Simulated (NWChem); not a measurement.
Molecule: GaBrCl$_{2}$; SMILES [Cl][Ga]([Cl])[Br]

Results from NWChem. Geometry: optimised at PBE-D3(BJ)/def2-SVP. B3LYP is NWChem's, with the RPA form of VWN correlation. Static field.

### Question
Predict the results for B3LYP/def2-SVPD. Quantities: isotropic polarisability (bohr³); anisotropy (bohr³).

### Answer
```
Quantity                          Result
--------------------------------  ------
isotropic polarisability (bohr³)    78.1
anisotropy (bohr³)                  32.7
```
